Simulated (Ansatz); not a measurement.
Consider the ligand exchange at a Ge–S bond: `[F][Ge]([F])([F])[SH]` + HI → `[F][Ge]([F])([F])[I]` + H₂S.

Isolated molecules relaxed with PBE0-D4/def2-TZVP in Ansatz; ΔE leaves out vibrations. CCSD(T)/CBS is the MP2 limit (def2-TZVPP, def2-QZVPP) plus CCSD(T) − MP2 in def2-TZVPP, frozen cores. This one scheme is used for every species. DFT in def2-TZVPP. Elements past krypton have def2 core potentials. For Ge, I outer-core shells are correlated without core-valence functions, which leaves a few kJ/mol of doubt a bond. Scalar relativity is left out up to krypton. Each species was taken in one conformer, which may not be the lowest.

| level | ΔE (kJ/mol) | difference from CCSD(T)/CBS |
| --- | --- | --- |
| PBE-D4 | -24.2 | 0.7 |
| revPBE-D4 | -23.4 | 1.5 |
| PBE0-D4 | -24.2 | 0.7 |
| r2SCAN0-D4 | -24.1 | 0.8 |
| ωB97M-V | -23.1 | 1.8 |
| PBE-QIDH | -23.8 | 1.1 |
| revPBE | -24.3 | 0.6 |
| PBE0 | -23.6 | 1.3 |
| r2SCANh | -24.0 | 0.9 |
| BHLYP | -24.3 | 0.6 |
| CCSD/def2-SVP | -18.8 | 6.1 |
| CCSD(T)/def2-SVP | -18.8 | 6.1 |
| MP2/def2-TZVPP | -24.6 | 0.3 |
| SCS-MP2/def2-TZVPP | -23.8 | 1.1 |
| MP2/def2-QZVPP | -27.6 | -2.7 |
| HF/CBS(def2) | -26.1 | -1.2 |
| CCSD(T)/CBS | -24.9 | 0 |

Largest T1 diagnostic among the species: 0.012.

At CCSD(T), def2-SVP lies +6.1 kJ/mol from the extrapolated value and def2-TZVPP +4.5 kJ/mol. Leaving LDA and LC-ωPBE aside and taking each functional with its dispersion term where it has one, the values, not all of them listed here, spread over 7.0 kJ/mol, from BHLYP-D4 to B97M-V. LDA lies +3.6 kJ/mol from PBE without D4.
